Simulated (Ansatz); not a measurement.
C3H5BO (`OCC1=CB1`). Total charge 0; spin multiplicity 1. All single points use the PBE0-D4/def2-TZVP geometry. It is one conformer, not always the lowest.

```xyz
10

O     1.308    1.604   -0.339
C     0.623    0.503   -0.882
C    -0.246   -0.200    0.076
C    -1.180   -1.171    0.144
B    -0.800   -0.534    1.401
H     1.529    1.389    0.571
H     0.025    0.876   -1.720
H     1.323   -0.237   -1.303
H    -1.707   -1.841   -0.522
H    -0.875   -0.389    2.572
```

What is the dipole moment at ωB97M-V/def2-TZVPP? (Best estimate.)

Computed: 1.47 D, with components (-0.16, -1.38, -0.48) D in this frame, pointing from negative to positive charge.

And with PBE, r2SCAN, B3LYP? (Estimate.)

The calculation gave: PBE 1.39 D, r2SCAN 1.42 D, B3LYP 1.46 D.

Give the Mulliken charges with ωB97M-V, PBE, B3LYP in def2-TZVPP. (An estimate is asked.)

The calculation gave: 
| atom | ωB97M-V | PBE | B3LYP |
| --- | --- | --- | --- |
| O1 | -0.32 | -0.30 | -0.34 |
| C2 | 0.07 | 0.09 | 0.11 |
| C3 | 0.02 | 0.04 | 0.03 |
| C4 | -0.12 | -0.08 | -0.11 |
| B5 | -0.28 | -0.24 | -0.23 |
| H6 | 0.18 | 0.19 | 0.19 |
| H7 | 0.10 | 0.08 | 0.08 |
| H8 | 0.09 | 0.07 | 0.07 |
| H9 | 0.15 | 0.13 | 0.15 |
| H10 | 0.10 | 0.02 | 0.05 |

B3LYP here is the variant with VWN-RPA as its local correlation; programs differ in this.
